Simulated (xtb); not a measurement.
xtb input (GFN2-xTB):

```bash
xtb mol.xyz --gfn 2 --ohess tight --chrg 0 --uhf 0
```
mol.xyz:
```
2

Cr    -0.01536873    -0.00995501    -0.88061674
Mo    -0.02326920    -0.02467515     0.91319641
```

Output:

```
           -------------------------------------------------
          |                Calculation Setup                |
           -------------------------------------------------

           -------------------------------------------------
          |                 G F N 2 - x T B                 |
           -------------------------------------------------

        Reference                      10.1021/acs.jctc.8b01176
      * Hamiltonian:
        H0-scaling (s, p, d)           1.850000    2.230000    2.230000
        zeta-weighting                 0.500000
      * Dispersion:
        s8                             2.700000
        a1                             0.520000
        a2                             5.000000
        s9                             5.000000
      * Repulsion:
        kExp                           1.500000    1.000000
        rExp                           1.000000
      * Coulomb:
        alpha                          2.000000
        third order                    shell-resolved
        anisotropic                    true
        a3                             3.000000
        a5                             4.000000
        cn-shift                       1.200000
        cn-exp                         4.000000
        max-rad                        5.000000

          ...................................................
          :                      SETUP                      :
          :.................................................:
          :  # basis functions                  20          :
          :  # atomic orbitals                  18          :
          :  # shells                            6          :
          :  # electrons                        12          :
          :  max. iterations                   250          :
          :  Hamiltonian                  GFN2-xTB          :
          :  restarted?                      false          :
          :  GBSA solvation                  false          :
          :  PC potential                    false          :
          :  electronic temp.          300.0000000     K    :
          :  accuracy                    1.0000000          :
          :  -> integral cutoff          0.2500000E+02      :
          :  -> integral neglect         0.1000000E-07      :
          :  -> SCF convergence          0.1000000E-05 Eh   :
          :  -> wf. convergence          0.1000000E-03 e    :
          :  Broyden damping             0.4000000          :
          :  net charge                          0          :
          :  unpaired electrons                  0          :
          ...................................................

 iter      E             dE          RMSdq      gap      omega  full diag
   1      0.1835486  0.183549E+00  0.569E+01    1.64       0.0  T
   2      8.9357827  0.875223E+01  0.742E+01   11.37       1.0  T
   3     -0.4530697 -0.938885E+01  0.468E+01    1.07       1.0  T
   4      1.4842419  0.193731E+01  0.543E+01    1.72       1.0  T
   5      2.0363457  0.552104E+00  0.565E+01    1.90       1.0  T
   6      3.9321383  0.189579E+01  0.711E+01    1.67       1.0  T
[...]
largest (>0.10) Wiberg bond orders for each atom

 ---------------------------------------------------------------------------
     #   Z sym  total        # sym  WBO       # sym  WBO       # sym  WBO
 ---------------------------------------------------------------------------
     1  24 Cr   3.238 --     2 Mo   3.238
     2  42 Mo   3.238 --     1 Cr   3.238
 ---------------------------------------------------------------------------

Topologies differ in total number of bonds
Writing topology from bond orders to xtbtopo.mol
Molecule has the following symmetry elements: (Cinf) (sigma)
It seems to be the Cinfv point group

molecular dipole:
                 x           y           z       tot (Debye)
 q only:        0.013       0.024      -2.883
   full:        0.006       0.011      -1.305       3.317
molecular quadrupole (traceless):
                xx          xy          yy          xz          yz          zz
 q only:        0.089      -0.002       0.088       0.158       0.143      -0.176
  q+dip:       -8.175       0.000      -8.175      -0.037      -0.138      16.350
   full:       -7.655      -0.000      -7.655      -0.030      -0.125      15.310

           -------------------------------------------------
          |                Geometry Summary                 |
           -------------------------------------------------

      molecular mass/u    :      147.9559203
   center of mass at/Å    :       -0.0208298      -0.0201315       0.3595951
  moments of inertia/u·Å² :       -0.1309826E-16   0.1800791E+03   0.1800791E+03
rotational constants/cm⁻¹ :       -0.1287013E+19   0.9361237E-01   0.9361237E-01

           -------------------------------------------------
          |               Frequency Printout                |
           -------------------------------------------------
 vibrational frequencies (cm⁻¹)
eigval :        0.00     0.00     0.00     0.00     0.00   419.74
 reduced masses (amu)
   1: 67.45   2: 67.45   3: 80.51   4: 80.51   5: 80.51   6: 67.45
 IR intensities (km·mol⁻¹)
   1:  2.58   2:  2.58   3:  0.00   4:  0.00   5:  0.00   6:  2.91
 Raman intensities (Ä⁴*amu⁻¹)
   1:  0.00   2:  0.00   3:  0.00   4:  0.00   5:  0.00   6:  0.00
 output can be read by thermo (or use thermo option).
 writing <g98.out> molden fake output.
 recommended (thermochemical) frequency scaling factor: 1.0
           -------------------------------------------------
          |             Thermodynamic Functions             |
           -------------------------------------------------

cin symmetry found (for desy threshold:  0.10E+00) used in thermo

          ...................................................
          :                      SETUP                      :
          :.................................................:
          :  # frequencies                           1      :
          :  # imaginary freq.                       0      :
          :  linear?                              true      :
          :  only rotor calc.                    false      :
          :  symmetry                              cin      :
          :  rotational number                       1      :
          :  scaling factor                  1.0000000      :
          :  rotor cutoff                   50.0000000 cm⁻¹ :
          :  imag. cutoff                  -20.0000000 cm⁻¹ :
          :.................................................:

    mode    ω/cm⁻¹     T·S(HO)/kcal·mol⁻¹    T·S(FR)/kcal·mol⁻¹   T·S(vib)
   ------------------------------------------------------------------------
   ------------------------------------------------------------------------

   temp. (K)  partition function   enthalpy   heat capacity  entropy
                                   cal/mol     cal/K/mol   cal/K/mol   J/K/mol
 298.15  VIB   1.15                  182.384      1.427      0.893
         ROT  0.221E+04              592.502      1.987     17.294
         INT  0.255E+04              774.885      3.415     18.187
         TR   0.174E+28             1481.254      4.968     40.867
         TOT                        2256.1392     8.3827    59.0541   247.0821

       T/K    H(0)-H(T)+PV         H(T)/Eh          T*S/Eh         G(T)/Eh
   ------------------------------------------------------------------------
    298.15    0.359539E-02    0.455164E-02    0.280585E-01   -0.235068E-01
   ------------------------------------------------------------------------

         :::::::::::::::::::::::::::::::::::::::::::::::::::::
         ::                  THERMODYNAMIC                  ::
         :::::::::::::::::::::::::::::::::::::::::::::::::::::
         :: total free energy          -3.878404430068 Eh   ::
Note: The following floating-point exceptions are signalling: IEEE_UNDERFLOW_FLAG IEEE_DENORMAL
normal termination of xtb
         ::.................................................::
         :: total energy               -3.854897581243 Eh   ::
         :: zero point energy           0.000956249332 Eh   ::
         :: G(RRHO) w/o ZPVE           -0.024463098156 Eh   ::
         :: G(RRHO) contrib.           -0.023506848824 Eh   ::
         :::::::::::::::::::::::::::::::::::::::::::::::::::::

optimized geometry written to: xtbopt.xyz

           -------------------------------------------------
          | TOTAL ENERGY               -3.854897581243 Eh   |
          | TOTAL ENTHALPY             -3.850345945197 Eh   |
          | TOTAL FREE ENERGY          -3.878404430068 Eh   |
          | GRADIENT NORM               0.000510971465 Eh/α |
          | HOMO-LUMO GAP               0.004682312653 eV   |
           -------------------------------------------------

------------------------------------------------------------------------
------------------------------------------------------------------------
 total:
 SCF:
 ANC optimizer:
 analytical hessian:
```
